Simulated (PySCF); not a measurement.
Computed shifts of a molecule C₂H₆BNO, KT2/pcSseg-1 (PySCF), GIAO, gas phase, equivalent atoms averaged, in ppm (number of nuclei): ¹⁵N: 70.5 (1). ¹³C: 72.6 (1), 16.5 (1). ¹H: 4.77 (2), 3.00 (1), 2.73 (1), 1.86 (2). References: ¹⁵N against NH3 (σ = 266.2 ppm); ¹¹B against BF3 (σ = 89.8 ppm); ¹³C against TMS (σ = 185.1 ppm); ¹⁷O against H2O (σ = 330.4 ppm); ¹H against TMS (σ = 31.47 ppm), references at their B3LYP-D3(BJ)/def2-TZVP geometries, non-relativistic. Geometry optimised at B3LYP-D3(BJ)/def2-SVP. Other conformers were not sampled.

Task: Which molecule gave these data?
A) NB1CCO1
B) BO.CC#N
C) NB1COC1
D) C=CB(N)O

Result: A, NB1CCO1
